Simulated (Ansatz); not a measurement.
H6PSi2, doublet, geometry from GFN2-xTB. Base run: HF/cc-pVDZ in Ansatz (a first-principles code).

Ansatz was given this input:
Ansatz 0.2 input:
```yaml
crystal:
  periodic: [false, false, false]
  atoms:
    - {symbol: Si, position_ang: [1.71516953, -0.02407226, 0.40586516]}
    - {symbol: P, position_ang: [-0.01171265, -0.32688551, -0.96401839]}
    - {symbol: Si, position_ang: [-1.70604912, 0.27861140, 0.34479646]}
    - {symbol: H, position_ang: [2.90877293, -0.43611419, -0.32837985]}
    - {symbol: H, position_ang: [1.82873691, 1.38396675, 0.79412636]}
    - {symbol: H, position_ang: [1.57325971, -0.83041285, 1.62069765]}
    - {symbol: H, position_ang: [-1.80072187, -0.60210178, 1.51167243]}
    - {symbol: H, position_ang: [-2.91838096, 0.16796599, -0.46241631]}
    - {symbol: H, position_ang: [-1.54366261, 1.65643084, 0.81531288]}
basis:
  gaussian:
    orbitals: cc-pVDZ
hamiltonian:
  xc: hf
magnetization: {spin_polarized: true, initial_magnetization: 1}
```

Each row names what was changed in the base input (with any setting that the change needs).

```
change                                                           ΔE vs base (µEh)
---------------------------------------------------------------  ----------------
base                                                                          0.0
point_charge = charge:-1.0 position_ang:4.0982, 4.2509, -1.3124             -3001
fitting.mean_field = def2-universal-JKFIT                                    36.2
forces = on                                                                   0.0
lower_state_search = off                                                      0.0
accuracy = high                                                              -4.2
point_charge = charge:1.0 position_ang:-3.4313, -2.3626, 4.723              -1508
fitting.mean_field = cc-pVTZ-JKFIT                                           61.4
lower_state_search = light                                                    0.0
lower_state_search = full                                                     0.0
point_charge = charge:0.5 position_ang:-0.6683, 4.9795, 3.9883                106
```
